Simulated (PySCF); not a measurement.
UHF on Os (osmium, neutral), [Xe] 4f14 5d5 6s2 6p1, high-spin 7P determinant (an excited configuration). Calculation: PySCF 2.14, in x2c-TZVPPall (11s7p7d3f1g, 97 functions); scalar relativity by spin-free X2C-1e.

```
cycle= 33 E= -17249.9174736108  delta_E= -0.00202  |g|= 0.00427  |ddm|= 0.263
cycle= 34 E= -17249.9174980328  delta_E= -2.44e-05  |g|= 0.00153  |ddm|= 0.0289
cycle= 35 E= -17249.9174960983  delta_E= 1.93e-06  |g|= 0.000869  |ddm|= 0.00896
cycle= 36 E= -17249.9174957755  delta_E= 3.23e-07  |g|= 0.000844  |ddm|= 0.00133
cycle= 37 E= -17249.9174962584  delta_E= -4.83e-07  |g|= 0.000858  |ddm|= 0.000615
cycle= 38 E= -17249.917493897  delta_E= 2.36e-06  |g|= 0.000742  |ddm|= 0.00342
cycle= 39 E= -17249.9174918264  delta_E= 2.07e-06  |g|= 0.000626  |ddm|= 0.00838
cycle= 40 E= -17249.9174934147  delta_E= -1.59e-06  |g|= 0.000638  |ddm|= 0.0021
cycle= 41 E= -17249.9174864781  delta_E= 6.94e-06  |g|= 0.000438  |ddm|= 0.00804
cycle= 42 E= -17249.9174807434  delta_E= 5.73e-06  |g|= 0.000116  |ddm|= 0.0139
cycle= 43 E= -17249.9174805658  delta_E= 1.78e-07  |g|= 1.86e-05  |ddm|= 0.00275
cycle= 44 E= -17249.9174805635  delta_E= 2.31e-09  |g|= 2.2e-06  |ddm|= 0.000369
cycle= 45 E= -17249.9174805635  delta_E= 3.64e-12  |g|= 4e-07  |ddm|= 1.68e-05
converged SCF energy = -17249.9174805635  <S^2> = 12.008967  2S+1 = 7.0025616
```

Highest occupied orbital energy: -4.859 eV; ⟨L²⟩ = 3.81; populations by l: s 11.70, p 25.00, d 25.30, f 14.00.

Q: Can this result be used?

A: Not for this state. Self-consistency was reached. ⟨L²⟩ = 3.81 against 2 for a pure P term, so this real determinant mixes terms. Spin-orbit coupling, absent here, splits the open shell strongly. The s, p, d and f populations moved away from the nominal configuration during the SCF.
